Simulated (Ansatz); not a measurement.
`C[O][Ta](=[O])([F])[F]` + `OC[SiH2]F` → `COC[SiH2]F` + `[O]=[Ta]([OH])([F])[F]`  (substitution at a C–O bond)

Isolated molecules relaxed with PBE0-D4/def2-TZVP in Ansatz; ΔE leaves out vibrations. CCSD(T)/CBS is the MP2 limit (def2-TZVPP, def2-QZVPP) plus CCSD(T) − MP2 in def2-TZVPP, frozen cores. Functionals use def2-TZVPP. B3LYP here is the variant with VWN-RPA as its local correlation; programs differ in this. Elements past krypton have def2 core potentials. For Ta outer-core shells are correlated without core-valence functions, which leaves a few kJ/mol of doubt a bond. Each species was taken in one conformer, which may not be the lowest.

```csv
level,ΔE (kJ/mol),difference from CCSD(T)/CBS
r2SCAN-D4,0.1,-1.3
PBE0-D4,0.2,-1.2
B3LYP-D4,2.0,0.6
ωB97X-V,0.1,-1.3
B2PLYP,3.5,2.1
PBE0,1.2,-0.2
MP2/def2-TZVPP,2.6,1.2
SCS-MP2/def2-TZVPP,3.5,2.1
CCSD(T)/def2-TZVPP,2.1,0.7
MP2/CBS(def2),1.9,0.5
CCSD(T)/CBS,1.4,0
```

Largest T1 diagnostic among the species: 0.020.
